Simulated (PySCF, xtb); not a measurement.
CBr3, SMILES Br[C](Br)Br (connectivity only; charge and spin as stated), charge +1, multiplicity 1.

Harmonic wavenumbers (cm⁻¹) from xtb with GFN2-xTB at its own minimum, in rising order: 157, 157, 290, 360, 790, 791.

### Question
What does PBE-D3(BJ)/def2-SVP (PySCF 2.14.0) give at its own minimum? (The exact figures need the calculation; the answer reports its results.)

### Answer
178, 178, 315, 424, 867, 867. Paired by order, the mean absolute difference is 47 cm⁻¹ and the zero-point energies are 3.6 and 4.0 kcal/mol.
